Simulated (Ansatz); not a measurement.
**Nudged elastic band run: C$_{2}$H$_{7}$BOSSi**

The input (input.yaml):

```yaml
crystal:
  periodic: [false, false, false]
  atoms:
    - { symbol: C, position_ang: [1.612271, -1.096129, -0.00827] }
    - { symbol: C, position_ang: [0.523296, -0.106031, 0.370957] }
    - { symbol: B, position_ang: [-0.992387, -0.399689, 0.385485] }
    - { symbol: S, position_ang: [-1.980745, -1.887234, 0.607288] }
    - { symbol: Si, position_ang: [-0.499843, 1.190593, -0.65907] }
    - { symbol: O, position_ang: [-0.392716, 2.818906, -0.101912] }
    - { symbol: H, position_ang: [1.341347, -1.655045, -0.909354] }
    - { symbol: H, position_ang: [1.779373, -1.8276, 0.79085] }
    - { symbol: H, position_ang: [2.561815, -0.589437, -0.205467] }
    - { symbol: H, position_ang: [0.802093, 0.526582, 1.229994] }
    - { symbol: H, position_ang: [-3.208013, -1.44072, 0.186239] }
    - { symbol: H, position_ang: [-0.470621, 1.21179, -2.150719] }
    - { symbol: H, position_ang: [-1.055468, 3.219314, 0.478879] }
basis:
  gaussian: { orbitals: "6-31G" }
hamiltonian:
  xc: cam_b3lyp
neb:
  order_check: false
  images: 5
  f_tol: 0.05
  max_iterations: 60
  final_atoms:
    - { symbol: C, position_ang: [1.63575713, -0.43859201, -0.19803638] }
    - { symbol: C, position_ang: [0.33139446, -0.32072423, 0.62285122] }
    - { symbol: B, position_ang: [-0.95233492, -0.72529468, -0.12875653] }
    - { symbol: S, position_ang: [-2.47596765, -1.06707335, 0.85085704] }
    - { symbol: Si, position_ang: [0.07931504, 1.56328117, 1.13725242] }
    - { symbol: O, position_ang: [-0.18084691, 2.1455393, -0.47404049] }
    - { symbol: H, position_ang: [1.53175402, 0.08367807, -1.15229441] }
    - { symbol: H, position_ang: [1.87216823, -1.48633563, -0.40890664] }
    - { symbol: H, position_ang: [2.49951904, -0.01524301, 0.32982024] }
    - { symbol: H, position_ang: [0.42560765, -0.83740004, 1.58813624] }
    - { symbol: H, position_ang: [-3.38864907, -1.24504747, -0.1536519] }
    - { symbol: H, position_ang: [-1.03644583, -0.77221112, -1.31256615] }
    - { symbol: H, position_ang: [-0.32086919, 3.08072299, -0.68576467] }
  initial_path:
    images:
      - { positions_ang: [[1.612271, -1.096129, -0.00827], [0.523296, -0.106031, 0.370957], [-0.992387, -0.399689, 0.385485], [-1.980745, -1.887234, 0.607288], [-0.499843, 1.190593, -0.65907], [-0.392716, 2.818906, -0.101912], [1.341347, -1.655045, -0.909354], [1.779373, -1.8276, 0.79085], [2.561815, -0.589437, -0.205467], [0.802093, 0.526582, 1.229994], [-3.208013, -1.44072, 0.186239], [-0.470621, 1.21179, -2.150719], [-1.055468, 3.219314, 0.478879]] }
      - { positions_ang: [[1.58144788, -1.09357117, -0.05116966], [0.55945793, -0.05173383, 0.41050164], [-0.97901665, -0.31386505, 0.36179297], [-2.13422212, -1.60528557, 0.65240481], [-0.29596245, 1.23962709, -0.65475584], [-0.36827683, 2.82889054, -0.03154498], [1.26341514, -1.55243627, -0.9868176], [1.69359426, -1.85679076, 0.69703535], [2.54720593, -0.61585058, -0.21475328], [0.85249326, 0.48284053, 1.32794104], [-2.92291147, -1.60713179, 0.01912596], [-0.63910473, 0.95795216, -1.77007879], [-1.13771816, 3.15265469, 0.25521837]] }
      - { positions_ang: [[1.55062475, -1.09101333, -0.09406933], [0.59561985, 0.00256334, 0.45004629], [-0.96564631, -0.22804109, 0.33810095], [-2.28769924, -1.32333714, 0.69752162], [-0.09208189, 1.28866117, -0.65044169], [-0.34383765, 2.83887509, 0.03882205], [1.18548329, -1.44982754, -1.06428119], [1.60781553, -1.88598151, 0.6032207], [2.53259687, -0.64226415, -0.22403957], [0.90289353, 0.43909906, 1.42588809], [-2.63780994, -1.77354358, -0.14798708], [-0.80758846, 0.70411431, -1.38943858], [-1.21996831, 3.08599538, 0.03155774]] }
      - { positions_ang: [[1.51980163, -1.0884555, -0.13696899], [0.63178178, 0.05686051, 0.48959093], [-0.95227596, -0.14221714, 0.31440892], [-2.44117636, -1.04138871, 0.74263843], [0.11179866, 1.33769526, -0.64612753], [-0.31939848, 2.84885963, 0.10918907], [1.10755143, -1.3472188, -1.14174479], [1.52203679, -1.91517227, 0.50940605], [2.5179878, -0.66867773, -0.23332585], [0.95329379, 0.39535758, 1.52383513], [-2.35270842, -1.93995537, -0.31510012], [-0.97607219, 0.45027647, -1.00879838], [-1.30221847, 3.01933608, -0.19210288]] }
      - { positions_ang: [[1.55845346, -0.87183434, -0.15732479], [0.53165267, -0.06900107, 0.53401103], [-0.95229562, -0.33657632, 0.16668711], [-2.45277346, -1.04995026, 0.7787113], [0.10097079, 1.41289057, -0.05166754], [-0.27321462, 2.61441952, -0.08522078], [1.24895229, -0.87025318, -1.14526133], [1.63874727, -1.77222672, 0.20330182], [2.51183155, -0.45086616, -0.04561049], [0.77739841, -0.01556162, 1.54526884], [-2.69802197, -1.70831941, -0.26128405], [-0.99619674, 0.04278061, -1.1100543], [-0.97510204, 3.03979838, -0.35665681]] }
      - { positions_ang: [[1.5971053, -0.65521317, -0.17768058], [0.43152357, -0.19486265, 0.57843113], [-0.95231527, -0.5309355, 0.01896529], [-2.46437056, -1.0585118, 0.81478417], [0.09014292, 1.48808587, 0.54279244], [-0.22703077, 2.37997941, -0.27963064], [1.39035316, -0.39328755, -1.14877787], [1.75545775, -1.62928118, -0.10280241], [2.50567529, -0.23305458, 0.14210488], [0.60150303, -0.42648083, 1.56670254], [-3.04333552, -1.47668344, -0.20746797], [-1.01632129, -0.36471525, -1.21131023], [-0.64798562, 3.06026068, -0.52121074]] }
      - { positions_ang: [[1.63575713, -0.43859201, -0.19803638], [0.33139446, -0.32072423, 0.62285122], [-0.95233492, -0.72529468, -0.12875653], [-2.47596765, -1.06707335, 0.85085704], [0.07931504, 1.56328117, 1.13725242], [-0.18084691, 2.1455393, -0.47404049], [1.53175402, 0.08367807, -1.15229441], [1.87216823, -1.48633563, -0.40890664], [2.49951904, -0.01524301, 0.32982024], [0.42560765, -0.83740004, 1.58813624], [-3.38864907, -1.24504747, -0.1536519], [-1.03644583, -0.77221112, -1.31256615], [-0.32086919, 3.08072299, -0.68576467]] }
```

Launched with:

```bash
$ ansatz run input.yaml --threads 2 --pin off --max-ram 3072MiB --backend cpu --events-out ev --progress --plain --runs-dir out
```

Output, in part (warnings, iteration lines, the closing report on the highest movable image, with atoms numbered from 0):

```
NEB end point (image 0): max|allowed force component| = 7.334e-3 eV/Å (the criterion of neb.relax_end_points is 1.000e-2)
NEB end point (image 6): max|allowed force component| = 4.089e-2 eV/Å (the criterion of neb.relax_end_points is 1.000e-2)
NEB iter   1: max|band force component| = 3.408e1 eV/Å  barrier→ = 11.5542 eV  barrier← = 12.7085 eV  Δτ_max = 0.1982 Å  (242 SCF iters)
NEB iter   2: max|band force component| = 1.215e1 eV/Å  barrier→ = 4.7956 eV  barrier← = 5.9500 eV  Δτ_max = 0.1996 Å  (199 SCF iters)
NEB iter   3: max|band force component| = 6.078e0 eV/Å  barrier→ = 2.6772 eV  barrier← = 3.8316 eV  Δτ_max = 0.2000 Å  (187 SCF iters)
NEB iter   4: max|band force component| = 2.520e0 eV/Å  barrier→ = 1.8762 eV  barrier← = 3.0306 eV  Δτ_max = 0.1986 Å  (177 SCF iters)
NEB iter   5: max|band force component| = 2.236e0 eV/Å  barrier→ = 1.4345 eV  barrier← = 2.5889 eV  Δτ_max = 0.2000 Å  (182 SCF iters)
NEB iter   6: max|band force component| = 1.995e0 eV/Å  barrier→ = 1.1145 eV  barrier← = 2.2689 eV  Δτ_max = 0.2000 Å  (180 SCF iters)
NEB iter   7: max|band force component| = 2.014e0 eV/Å  barrier→ = 0.8268 eV  barrier← = 1.9812 eV  Δτ_max = 0.1017 Å  (169 SCF iters)
NEB iter   8: max|band force component| = 9.515e-1 eV/Å  barrier→ = 0.6602 eV  barrier← = 1.8146 eV  Δτ_max = 0.2000 Å  (169 SCF iters)
NEB iter   9: max|band force component| = 2.026e0 eV/Å  barrier→ = 0.4263 eV  barrier← = 1.5807 eV  Δτ_max = 0.1007 Å  (179 SCF iters)
NEB iter  10: max|band force component| = 1.233e0 eV/Å  barrier→ = 0.1918 eV  barrier← = 1.3462 eV  Δτ_max = 0.1961 Å  (174 SCF iters)
NEB iter  11: max|band force component| = 1.284e0 eV/Å  barrier→ = 0.1022 eV  barrier← = 1.2565 eV  Δτ_max = 0.1010 Å  (173 SCF iters)
NEB iter  12: max|band force component| = 6.338e-1 eV/Å  barrier→ = 0.1005 eV  barrier← = 1.2548 eV  Δτ_max = 0.1991 Å  (168 SCF iters)
NEB iter  13: max|band force component| = 8.750e-1 eV/Å  barrier→ = 0.0974 eV  barrier← = 1.2517 eV  Δτ_max = 0.1973 Å  (171 SCF iters)
NEB iter  14: max|band force component| = 7.754e-1 eV/Å  barrier→ = 0.0952 eV  barrier← = 1.2496 eV  Δτ_max = 0.1986 Å  (168 SCF iters)
NEB iter  15: max|band force component| = 1.080e0 eV/Å  barrier→ = 0.0853 eV  barrier← = 1.2397 eV  Δτ_max = 0.2000 Å  (175 SCF iters)
NEB iter  16: max|band force component| = 8.332e-1 eV/Å  barrier→ = 0.0665 eV  barrier← = 1.2208 eV  Δτ_max = 0.1978 Å  (175 SCF iters)
NEB iter  17: max|band force component| = 1.151e0 eV/Å  barrier→ = 0.0556 eV  barrier← = 1.2099 eV  Δτ_max = 0.2000 Å  (172 SCF iters)
NEB iter  18: max|band force component| = 8.979e-1 eV/Å  barrier→ = 0.0527 eV  barrier← = 1.2071 eV  Δτ_max = 0.2000 Å  (177 SCF iters)
NEB iter  19: max|band force component| = 9.990e-1 eV/Å  barrier→ = 0.0471 eV  barrier← = 1.2015 eV  Δτ_max = 0.1005 Å  (179 SCF iters)
NEB iter  20: max|band force component| = 5.831e-1 eV/Å  barrier→ = 0.0448 eV  barrier← = 1.1992 eV  Δτ_max = 0.1016 Å  (169 SCF iters)
NEB iter  21: max|band force component| = 7.396e-1 eV/Å  barrier→ = 0.0448 eV  barrier← = 1.1992 eV  Δτ_max = 0.1001 Å  (168 SCF iters)
NEB iter  22: max|band force component| = 4.311e-1 eV/Å  barrier→ = 0.0480 eV  barrier← = 1.2024 eV  CI = image 1  Δτ_max = 0.2000 Å  (168 SCF iters)
NEB iter  23: max|band force component| = 1.159e0 eV/Å  barrier→ = 0.1962 eV  barrier← = 1.3506 eV  CI = image 1  Δτ_max = 0.1003 Å  (176 SCF iters)
NEB iter  24: max|band force component| = 1.176e0 eV/Å  barrier→ = 0.2581 eV  barrier← = 1.4124 eV  CI = image 1  Δτ_max = 0.1992 Å  (166 SCF iters)
NEB iter  25: max|band force component| = 9.042e-1 eV/Å  barrier→ = 0.2854 eV  barrier← = 1.4397 eV  CI = image 1  Δτ_max = 0.2000 Å  (174 SCF iters)
NEB iter  26: max|band force component| = 9.168e-1 eV/Å  barrier→ = 0.3132 eV  barrier← = 1.4676 eV  CI = image 1  Δτ_max = 0.2000 Å  (176 SCF iters)
NEB iter  27: max|band force component| = 1.063e0 eV/Å  barrier→ = 0.3795 eV  barrier← = 1.5339 eV  CI = image 1  Δτ_max = 0.1986 Å  (165 SCF iters)
NEB iter  28: max|band force component| = 1.312e0 eV/Å  barrier→ = 0.4207 eV  barrier← = 1.5750 eV  CI = image 1  Δτ_max = 0.1960 Å  (164 SCF iters)
NEB iter  29: max|band force component| = 1.426e0 eV/Å  barrier→ = 0.3953 eV  barrier← = 1.5496 eV  CI = image 1  Δτ_max = 0.1984 Å  (167 SCF iters)
NEB iter  30: max|band force component| = 1.333e0 eV/Å  barrier→ = 0.3452 eV  barrier← = 1.4996 eV  CI = image 1  Δτ_max = 0.1993 Å  (165 SCF iters)
NEB iter  31: max|band force component| = 6.310e-1 eV/Å  barrier→ = 0.2339 eV  barrier← = 1.3882 eV  CI = image 1  Δτ_max = 0.1999 Å  (165 SCF iters)
NEB iter  32: max|band force component| = 7.875e-1 eV/Å  barrier→ = 0.2585 eV  barrier← = 1.4128 eV  CI = image 1  Δτ_max = 0.1999 Å  (167 SCF iters)
NEB iter  33: max|band force component| = 5.538e-1 eV/Å  barrier→ = 0.2104 eV  barrier← = 1.3648 eV  CI = image 1  Δτ_max = 0.2000 Å  (164 SCF iters)
NEB iter  34: max|band force component| = 4.369e-1 eV/Å  barrier→ = 0.1916 eV  barrier← = 1.3459 eV  CI = image 1  Δτ_max = 0.1974 Å  (170 SCF iters)
NEB iter  35: max|band force component| = 3.190e-1 eV/Å  barrier→ = 0.1634 eV  barrier← = 1.3178 eV  CI = image 1  Δτ_max = 0.2000 Å  (166 SCF iters)
NEB iter  36: max|band force component| = 4.378e-1 eV/Å  barrier→ = 0.1450 eV  barrier← = 1.2994 eV  CI = image 1  Δτ_max = 0.1981 Å  (169 SCF iters)
NEB iter  37: max|band force component| = 3.037e-1 eV/Å  barrier→ = 0.1274 eV  barrier← = 1.2818 eV  CI = image 1  Δτ_max = 0.1988 Å  (175 SCF iters)
NEB iter  38: max|band force component| = 4.679e-1 eV/Å  barrier→ = 0.1152 eV  barrier← = 1.2696 eV  CI = image 1  Δτ_max = 0.1000 Å  (171 SCF iters)
NEB iter  39: max|band force component| = 1.667e-1 eV/Å  barrier→ = 0.1091 eV  barrier← = 1.2635 eV  CI = image 1  Δτ_max = 0.1991 Å  (171 SCF iters)
NEB iter  40: max|band force component| = 4.674e-1 eV/Å  barrier→ = 0.1053 eV  barrier← = 1.2596 eV  CI = image 1  Δτ_max = 0.1002 Å  (165 SCF iters)
NEB iter  41: max|band force component| = 2.386e-1 eV/Å  barrier→ = 0.1082 eV  barrier← = 1.2625 eV  CI = image 1  Δτ_max = 0.1000 Å  (167 SCF iters)
NEB iter  42: max|band force component| = 1.287e-1 eV/Å  barrier→ = 0.1045 eV  barrier← = 1.2589 eV  CI = image 1  Δτ_max = 0.0896 Å  (168 SCF iters)
NEB iter  43: max|band force component| = 8.647e-2 eV/Å  barrier→ = 0.1032 eV  barrier← = 1.2576 eV  CI = image 1  Δτ_max = 0.0999 Å  (164 SCF iters)
NEB iter  44: max|band force component| = 1.193e-1 eV/Å  barrier→ = 0.1022 eV  barrier← = 1.2566 eV  CI = image 1  Δτ_max = 0.0501 Å  (169 SCF iters)
NEB iter  45: max|band force component| = 6.949e-2 eV/Å  barrier→ = 0.1010 eV  barrier← = 1.2554 eV  CI = image 1  Δτ_max = 0.0236 Å  (173 SCF iters)
NEB iter  46: max|band force component| = 5.845e-2 eV/Å  barrier→ = 0.1001 eV  barrier← = 1.2545 eV  CI = image 1  Δτ_max = 0.0236 Å  (152 SCF iters)
NEB iter  47: max|band force component| = 4.551e-2 eV/Å  barrier→ = 0.0994 eV  barrier← = 1.2537 eV  CI = image 1  Δτ_max = 0.0000 Å  (295 SCF iters)
Total energy: -23617.91433965 eV, -867.9423431848 hartree
Atom 0 at     1.623227    -0.984875    -0.170799 Å, force    -0.008462     0.006793     0.014734 eV/Å
Atom 1 at     0.505736    -0.213169     0.547578 Å, force     0.016236    -0.013215    -0.046642 eV/Å
Atom 2 at    -1.001715    -0.573921     0.309652 Å, force    -0.006759    -0.000232     0.025897 eV/Å
Atom 3 at    -2.156934    -1.689455     1.113078 Å, force     0.004071     0.001906    -0.012843 eV/Å
Atom 4 at    -0.415052     1.076985    -0.551822 Å, force     0.002004    -0.004975     0.000993 eV/Å
Atom 5 at    -0.841065     2.618751     0.073996 Å, force    -0.004686     0.007183     0.017425 eV/Å
Atom 6 at     1.384482    -1.169124    -1.224491 Å, force    -0.000037     0.000259     0.000263 eV/Å
Atom 7 at     1.779450    -1.962220     0.298277 Å, force     0.001134    -0.001819     0.001156 eV/Å
Atom 8 at     2.566684    -0.432763    -0.135565 Å, force     0.000666    -0.000116     0.000642 eV/Å
Atom 9 at     0.757125    -0.004005     1.590357 Å, force    -0.008285     0.008680     0.009184 eV/Å
Atom 10 at    -3.339714    -1.286419     0.545474 Å, force     0.001927     0.000584     0.000597 eV/Å
Atom 11 at     0.139531     1.162407    -1.939420 Å, force    -0.003855     0.000147    -0.002623 eV/Å
Atom 12 at    -0.981352     3.423109    -0.441415 Å, force     0.006046    -0.005194    -0.008782 eV/Å
Dipole moment:    -0.003476     0.176677    -0.463483 e Å
```

It converged. The profile has 3 maxima (images 1, 3, 5) with wells between them (images 2, 4): this band takes more than one step, which may be the mechanism or a detour left from its start path. Neighbouring images differ by up to 1.2 eV, so the band resolves the path poorly. A vibrational analysis at the climbing image gives one clearly imaginary mode, 266i cm⁻¹: a first-order saddle point. The orbitals stay closed-shell, which can raise the energy where a bond breaks towards radicals; this wasn't checked here. Limits of this set-up: no polarisation functions.

Final band (atoms are numbered from 1 in the order of the input):

```tsv
image	path coordinate (Å)	energy (kJ/mol)	B3–Si5 (Å)	Si5–H12 (Å)	B3–H12 (Å)
0	0.00	0.0	1.97	1.49	3.05
1	1.80	9.6	1.95	1.50	3.06
2	5.12	-108.8	2.87	3.51	1.19
3	8.45	-103.4	2.82	3.59	1.19
4	11.78	-104.4	2.90	3.44	1.19
5	15.11	-103.8	2.87	3.58	1.19
6	18.43	-111.4	2.81	3.56	1.19
```

Time of the run: 11 min on 2 threads of Arm Neoverse V2 (shared host), peak memory 0.28 GiB.
